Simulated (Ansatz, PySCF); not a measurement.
Gas-phase reaction in SMILES: Brc1ccco1 + 8 [H][H] (H2) → Br (HBr) + 4 C (CH4) + O (H2O)
Each molecule is optimised on its own at B3LYP-D3(BJ)/def2-TZVP (Ansatz, an electronic-structure program). Unstable Hartree-Fock reference: Brc1ccco1.

Wanted: energy of full hydrogenation (enthalpy at 298 K, with B3LYP-D3(BJ) rigid-rotor harmonic-oscillator terms from PySCF), in eV. Valence correlation only, unless marked. No spin-orbit coupling. The frozen core is the preceding noble-gas configuration, with the filled d and f shells of earlier blocks. Non-relativistic. CBS marks a two-point X^-3 extrapolation of the correlation energy; Hartree-Fock from the larger set.

```json
[
 {"level": "HF/STO-3G", "program": "Ansatz", "energy of full hydrogenation (eV)": "-7.20", "minus last row": "-1.17"},
 {"level": "HF/6-31G", "program": "Ansatz", "energy of full hydrogenation (eV)": "-7.55", "minus last row": "-1.52"},
 {"level": "HF/cc-pVQZ", "program": "Ansatz", "energy of full hydrogenation (eV)": "-7.07", "minus last row": "-1.04"},
 {"level": "B3LYP/def2-TZVPD", "program": "Ansatz", "energy of full hydrogenation (eV)": "-6.07", "minus last row": "-0.04"},
 {"level": "PBE0-D3(BJ)/def2-TZVPD", "program": "Ansatz + dftd3", "energy of full hydrogenation (eV)": "-6.21", "minus last row": "-0.18"},
 {"level": "r2SCAN0/def2-TZVPD", "program": "Ansatz", "energy of full hydrogenation (eV)": "-6.30", "minus last row": "-0.27"},
 {"level": "B2PLYP-D4/def2-TZVPD", "program": "Ansatz + dftd4", "energy of full hydrogenation (eV)": "-5.78", "minus last row": "0.25"},
 {"level": "MP2/CBS(cc-pVTZ,cc-pVQZ)", "program": "Ansatz", "energy of full hydrogenation (eV)": "-5.73", "minus last row": "0.30"},
 {"level": "CCSD/aug-cc-pVTZ", "program": "Ansatz", "energy of full hydrogenation (eV)": "-6.45", "minus last row": "-0.42"},
 {"level": "CCSD/cc-pVQZ", "program": "Ansatz", "energy of full hydrogenation (eV)": "-6.41", "minus last row": "-0.38"},
 {"level": "CCSD(T)/STO-3G", "program": "Ansatz", "energy of full hydrogenation (eV)": "-3.66", "minus last row": "2.37"},
 {"level": "CCSD(T)/6-31G", "program": "Ansatz", "energy of full hydrogenation (eV)": "-4.99", "minus last row": "1.04"},
 {"level": "CCSD(T)/aug-cc-pVDZ", "program": "Ansatz", "energy of full hydrogenation (eV)": "-6.31", "minus last row": "-0.28"},
 {"level": "CCSD(T)/cc-pVDZ", "program": "Ansatz", "energy of full hydrogenation (eV)": "-5.93", "minus last row": "0.10"},
 {"level": "CCSD(T)/CBS(cc-pVTZ,cc-pVQZ)", "program": "Ansatz", "energy of full hydrogenation (eV)": "-6.03", "minus last row": "0.00"}
]
```
